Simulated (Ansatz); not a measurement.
Ansatz (an electronic-structure program) input (BHLYP/def2-TZVPD):

Ansatz 0.2 input:
```yaml
crystal:
  periodic: [false, false, false]
  atoms:
    - {symbol: W, position_ang: [0.09768715, -0.08947022, 0.10273409]}
    - {symbol: O, position_ang: [0.65987391, 0.61631571, -1.35584027]}
    - {symbol: O, position_ang: [-1.56348005, 0.21128385, 0.40554995]}
basis:
  gaussian:
    orbitals: def2-TZVPD
hamiltonian:
  xc: {name: BHLYP}
magnetization: {spin_polarized: true, initial_magnetization: 2}
output: {forces: true}
```

Output:

```
Functional definition: BHLYP
integrals: 0.04 GiB planned
889 factors; their error is unknown
mean field: 0.51 GiB planned
mean field evaluation 1: about -5900.8424 eV, gradient 6.3e1 eV
mean field evaluation 2: about -5724.1506 eV, gradient 2.1e2 eV
mean field evaluation 4: about -5915.3995 eV, gradient 3.5e0 eV
mean field evaluation 8: about -5915.4790 eV, gradient 1.5e-1 eV
mean field evaluation 16: about -5915.5458 eV, gradient 2.3e-3 eV
mean field evaluation 32: about -5915.2843 eV, gradient 3.2e0 eV
mean field -5915.54580840 eV, -217.3922987578 hartree, gradient 1.4e-5 eV, S^2 2.010915; 1 other end points of the search recorded, 0 dependent functions left out
the calculation of the forces begins
reference -5915.54595693 eV, -217.3923042162 hartree; 16, 14 occupied and 107, 109 virtual orbitals, 889 factors
Total energy: -5915.54595693 eV, -217.3923042162 hartree
Atom 0 at     0.097687    -0.089470     0.102734 Å, force    -0.838554     0.768019    -0.881877 eV/Å
Atom 1 at     0.659874     0.616316    -1.355840 Å, force    -0.210232    -0.498688     0.939649 eV/Å
Atom 2 at    -1.563480     0.211284     0.405550 Å, force     1.048785    -0.269331    -0.057772 eV/Å
Dipole moment:     0.571701    -0.523613     0.601238 e Å
```

This is an excited triplet: at this geometry the singlet lies 0.23 eV lower at RI-MP2/CBS(def2-TZVPPD,def2-QZVPPD)+[CCSD(T)-MP2]/def2-TZVPPD.
